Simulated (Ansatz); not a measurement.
Gas-phase electronic energies from Ansatz, PBE0-D4/def2-TZVP geometries. CBS: MP2 limit from def2 TZ/QZ plus the TZ coupled-cluster correction, frozen cores. Elements past krypton have def2 core potentials. For Br, In outer-core shells are correlated without core-valence functions, which leaves a few kJ/mol of doubt a bond. Scalar relativity is left out up to krypton.

Consider the redistribution: `[F][In]([F])[Br]` + `N#C[Si](F)(F)F` → `N#[C][In]([F])[F]` + `F[Si](F)(F)Br`.

`[F][In]([F])[Br]`:

Z-matrix (Å, degrees):
```
In
F 1 1.925
Br 1 2.413 2 123.2
F 1 1.924 2 113.7 3 -180.0
```

`N#C[Si](F)(F)F`:

```xyz
6

N    -1.596    1.563   -0.956
C    -0.840    0.824   -0.504
Si    0.356   -0.349    0.213
F     1.123   -1.070   -0.940
F    -0.410   -1.401    1.077
F     1.367    0.433    1.110
```

`N#[C][In]([F])[F]`:

Cartesian coordinates in Å:
```
N 0.605 0.962 -2.326
C 0.336 0.534 -1.291
In -0.149 -0.236 0.571
F 0.712 -1.769 1.340
F -1.504 0.508 1.706
```

`F[Si](F)(F)Br`:

Z-matrix (Å, degrees):
```
Si
F 1 1.568
F 1 1.567 2 108.4
Br 1 2.162 2 110.6 3 -121.3
F 1 1.567 2 108.3 3 117.4
```

| species | SCS-MP2/def2-TZVPP energy (Eh) |
| --- | --- |
| `[F][In]([F])[Br]` | -2961.69491 |
| `N#C[Si](F)(F)F` | -681.12277 |
| `N#[C][In]([F])[F]` | -481.63504 |
| `F[Si](F)(F)Br` | -3161.16813 |

(1) Work out ΔE.

Largest T1 diagnostic among the species: 0.017.

Results:

(1) ΔE = (-481.63504) + (-3161.16813) − (-2961.69491) − (-681.12277) = 0.01451 Eh = +9.1 kcal/mol. CCSD(T)/CBS gives +9.6 kcal/mol.

In def2-TZVPP, CCSD(T) changes the Hartree–Fock value by −3.3 kcal/mol (the triples alone add −0.3 kcal/mol) and MP2 by −3.4 kcal/mol. At CCSD(T), def2-SVP lies +1.5 kcal/mol from the extrapolated value and def2-TZVPP −0.8 kcal/mol.
